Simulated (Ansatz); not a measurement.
Stretching the N4–H6 bond in CH6BN (SMILES BNC) (multiplicity 1 held, fragments rigid). Energies count from the point at 1.009 Å.
Geometry at that point (charge 0, multiplicity 1):
```xyz
9

B     -0.174     0.169     1.360
H     -1.047     0.516     2.096
H      0.905    -0.150     1.760
N     -0.421     0.138    -0.002
C      0.505    -0.252    -1.053
H     -1.332     0.407    -0.344
H      0.678     0.567    -1.756
H      0.130    -1.110    -1.617
H      1.457    -0.526    -0.602
```

Restricted levels (R-, RO-) in cc, def2 and unpolarised 6-31G sets keep to the state of the molecule at rest. Unrestricted levels (U-) break spin symmetry where that is lower. Active spaces are followed from a long bond inwards. Levels need not reach the same state.

Frozen-core correlation.

Run with Ansatz (a program for electronic structure). Values without a source in brackets are computed.

Energies in kcal/mol.

```json
[
 {"R (Å)": "0.807", "R-HF/cc-pVDZ": "33.6", "U-MP2/cc-pVDZ": "37.4", "R-SCS-MP2/cc-pVDZ": "37.5", "U-CCSD/cc-pVDZ": "37.3", "SC-NEVPT2 on CASSCF(2,2)/cc-pVDZ": "38.3", "FIC-MRCISD+Q on CASSCF(2,2)/cc-pVDZ": "37.4"},
 {"R (Å)": "0.908", "R-HF/cc-pVDZ": "6.0", "U-MP2/cc-pVDZ": "7.9", "R-SCS-MP2/cc-pVDZ": "7.9", "U-CCSD/cc-pVDZ": "7.8", "SC-NEVPT2 on CASSCF(2,2)/cc-pVDZ": "8.3", "FIC-MRCISD+Q on CASSCF(2,2)/cc-pVDZ": "7.9"},
 {"R (Å)": "1.009", "R-HF/cc-pVDZ": "0.0", "U-MP2/cc-pVDZ": "0.0", "R-SCS-MP2/cc-pVDZ": "0.0", "U-CCSD/cc-pVDZ": "0.0", "SC-NEVPT2 on CASSCF(2,2)/cc-pVDZ": "0.0", "FIC-MRCISD+Q on CASSCF(2,2)/cc-pVDZ": "0.0"},
 {"R (Å)": "1.110", "R-HF/cc-pVDZ": "5.6", "U-MP2/cc-pVDZ": "3.8", "R-SCS-MP2/cc-pVDZ": "3.7", "U-CCSD/cc-pVDZ": "3.8", "SC-NEVPT2 on CASSCF(2,2)/cc-pVDZ": "3.3", "FIC-MRCISD+Q on CASSCF(2,2)/cc-pVDZ": "3.7"},
 {"R (Å)": "1.211", "R-HF/cc-pVDZ": "17.3", "U-MP2/cc-pVDZ": "13.5", "R-SCS-MP2/cc-pVDZ": "13.4", "U-CCSD/cc-pVDZ": "13.4", "SC-NEVPT2 on CASSCF(2,2)/cc-pVDZ": "12.5", "FIC-MRCISD+Q on CASSCF(2,2)/cc-pVDZ": "13.2"},
 {"R (Å)": "1.363", "R-HF/cc-pVDZ": "39.4", "U-MP2/cc-pVDZ": "32.8", "R-SCS-MP2/cc-pVDZ": "32.5", "U-CCSD/cc-pVDZ": "32.3", "SC-NEVPT2 on CASSCF(2,2)/cc-pVDZ": "30.8", "FIC-MRCISD+Q on CASSCF(2,2)/cc-pVDZ": "31.8"},
 {"R (Å)": "1.514", "R-HF/cc-pVDZ": "62.7", "U-MP2/cc-pVDZ": "56.8", "R-SCS-MP2/cc-pVDZ": "52.5", "U-CCSD/cc-pVDZ": "52.1", "SC-NEVPT2 on CASSCF(2,2)/cc-pVDZ": "49.9", "FIC-MRCISD+Q on CASSCF(2,2)/cc-pVDZ": "50.9"},
 {"R (Å)": "1.766", "R-HF/cc-pVDZ": "98.6", "U-MP2/cc-pVDZ": "97.8", "R-SCS-MP2/cc-pVDZ": "82.4", "U-CCSD/cc-pVDZ": "81.7", "SC-NEVPT2 on CASSCF(2,2)/cc-pVDZ": "77.4", "FIC-MRCISD+Q on CASSCF(2,2)/cc-pVDZ": "77.7"},
 {"R (Å)": "2.019", "R-HF/cc-pVDZ": "128.7", "U-MP2/cc-pVDZ": "112.0", "R-SCS-MP2/cc-pVDZ": "105.4", "U-CCSD/cc-pVDZ": "102.1", "SC-NEVPT2 on CASSCF(2,2)/cc-pVDZ": "96.6", "FIC-MRCISD+Q on CASSCF(2,2)/cc-pVDZ": "96.1"},
 {"R (Å)": "2.321", "R-HF/cc-pVDZ": "157.4", "U-MP2/cc-pVDZ": "117.9", "R-SCS-MP2/cc-pVDZ": "124.3", "U-CCSD/cc-pVDZ": "112.9", "SC-NEVPT2 on CASSCF(2,2)/cc-pVDZ": "109.9", "FIC-MRCISD+Q on CASSCF(2,2)/cc-pVDZ": "108.5"},
 {"R (Å)": "2.725", "R-HF/cc-pVDZ": "185.8", "U-MP2/cc-pVDZ": "120.2", "R-SCS-MP2/cc-pVDZ": "136.7", "U-CCSD/cc-pVDZ": "116.4", "SC-NEVPT2 on CASSCF(2,2)/cc-pVDZ": "117.1", "FIC-MRCISD+Q on CASSCF(2,2)/cc-pVDZ": "115.3"},
 {"R (Å)": "3.230", "R-HF/cc-pVDZ": "210.1", "U-MP2/cc-pVDZ": "120.9", "R-SCS-MP2/cc-pVDZ": "136.8", "U-CCSD/cc-pVDZ": "117.2", "SC-NEVPT2 on CASSCF(2,2)/cc-pVDZ": "119.6", "FIC-MRCISD+Q on CASSCF(2,2)/cc-pVDZ": "117.6"}
]
```

Doubts at one or more of the structures used: a restricted determinant that unrestricted orbitals would lower (R-HF/cc-pVDZ, R-SCS-MP2/cc-pVDZ); a spin-contaminated determinant (U-MP2/cc-pVDZ, U-CCSD/cc-pVDZ); T1 above 0.05 (U-CCSD/cc-pVDZ).
